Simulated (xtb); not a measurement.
C6H17Si2 (SMILES [CH2][Si](C)(C)[Si](C)(C)C), doublet, at a GFN2-xTB geometry. Base run: GFN2-xTB (xtb).

Here is a job for xtb.
```
$ xtb mol.xyz --gfn 2 --uhf 1 --json

# file mol.xyz
25

C      1.74632956    -1.06068855    -1.60790486
Si     1.22715392    -0.24679256    -0.06002972
C      2.11601532     1.43233999     0.16123853
C      1.62043061    -1.34603485     1.45499638
Si    -1.12279911     0.19036732    -0.02170789
C     -1.98472460    -0.72652537     1.42182627
C     -1.48800078     2.06070472     0.16845416
C     -1.93713040    -0.39644048    -1.64872544
H      1.93701080    -0.50855545    -2.51252301
H      1.65153745    -2.12259818    -1.75929420
H      3.18944539     1.29881857     0.25038051
H      1.77402214     1.95625688     1.04881870
H      1.93614493     2.07811143    -0.69193467
H      1.27319334    -0.89677933     2.38066784
H      2.68838985    -1.51419024     1.55062760
H      1.14346056    -2.31602590     1.36076740
H     -3.05746453    -0.55299665     1.41576845
H     -1.82640826    -1.79851035     1.35467695
H     -1.60653518    -0.40044136     2.38593932
H     -2.55603293     2.25951322     0.14234189
H     -1.10648657     2.44965117     1.10762296
H     -1.02925194     2.63273820    -0.63220977
H     -3.00722211    -0.20781728    -1.65083125
H     -1.79058570    -1.46140115    -1.79886569
H     -1.51170295     0.11404714    -2.50693647
```

Each row names what was changed in the base input (with any setting that the change needs).

```tsv
change	ΔE vs base (kJ/mol)	dipole (D)	SCF cycles
base	0.00	1.49	15
file = coord	0.00	1.49	15
acc = 0.0001	0.00	1.49	24
gbsa = methanol	-26.8	1.76	16
```

ALPB and GBSA are two models with their own fitted parameters for each solvent, which aren't always the measured dielectric constant.
